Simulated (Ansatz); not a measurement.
`O[SiH2][NH][AlH2]`, charge 0, multiplicity 1.

Problem. Give a relaxed structure at PBE0-D4/def2-TZVP (Ansatz). (Best estimate.)

Solution. Computed: 
Cartesian coordinates in Å:
```
O -1.8205 -0.1437 1.2607
Si -0.3128 -0.6545 0.8278
N 0.5008 0.6007 -0.0021
Al 0.9162 0.7095 -1.7345
H -2.2256 -0.5706 2.0166
H -0.3816 -1.8056 -0.1091
H 0.4037 -1.0609 2.0711
H 0.7250 1.4076 0.5672
H 0.5490 -0.5081 -2.6718
H 1.6460 2.0256 -2.2258
```
This is one stationary point; other conformers may exist.
